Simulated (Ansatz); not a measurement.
Ansatz (an electronic-structure program) input (PBE/def2-TZVPD):

Ansatz 0.2 input:
```yaml
crystal:
  periodic: [false, false, false]
  atoms:
    - {symbol: C, position_ang: [-1.81227139, 0.12475346, 0.22858530]}
    - {symbol: C, position_ang: [-0.49148076, -0.49211109, -0.20218241]}
    - {symbol: N, position_ang: [0.63278353, 0.33494026, 0.20044829]}
    - {symbol: C, position_ang: [1.90194013, 0.03520105, -0.25744839]}
    - {symbol: H, position_ang: [-1.93891041, 1.11664588, -0.20755677]}
    - {symbol: H, position_ang: [-2.64837203, -0.50210995, -0.08438184]}
    - {symbol: H, position_ang: [-1.86288053, 0.22262264, 1.31627851]}
    - {symbol: H, position_ang: [-0.40055581, -1.51117880, 0.20102361]}
    - {symbol: H, position_ang: [-0.45669066, -0.58213316, -1.29115600]}
    - {symbol: H, position_ang: [0.59012487, 0.63251673, 1.16473270]}
    - {symbol: H, position_ang: [1.97869697, -0.33586589, -1.26997098]}
    - {symbol: H, position_ang: [2.71997510, 0.60786016, 0.15416590]}
basis:
  gaussian:
    orbitals: def2-TZVPD
hamiltonian:
  xc: {name: PBE}
total_charge: 1
```

Output:

```
Functional definition: PBE
integrals: 0.11 GiB planned
1109 factors; their error is unknown
mean field: 1.04 GiB planned
mean field evaluation 1: about -4697.8931 eV, gradient 9.7e1 eV
mean field evaluation 2: about -4634.4807 eV, gradient 1.8e2 eV
mean field evaluation 4: about -4715.9557 eV, gradient 3.7e1 eV
mean field evaluation 8: about -4718.9406 eV, gradient 1.4e-1 eV
mean field evaluation 16: about -4718.8880 eV, gradient 2.5e-4 eV
mean field -4718.88795716 eV, -173.4159338485 hartree, gradient 4.1e-5 eV, S^2 0.000000; 0 other end points of the search recorded, 0 dependent functions left out
reference -4718.88799967 eV, -173.4159354106 hartree; 16, 16 occupied and 204, 204 virtual orbitals, 1109 factors
Total energy: -4718.88799967 eV, -173.4159354106 hartree
```

This state (charge 1, singlet) is run at the relaxed geometry of the species with charge 0 and multiplicity 2.
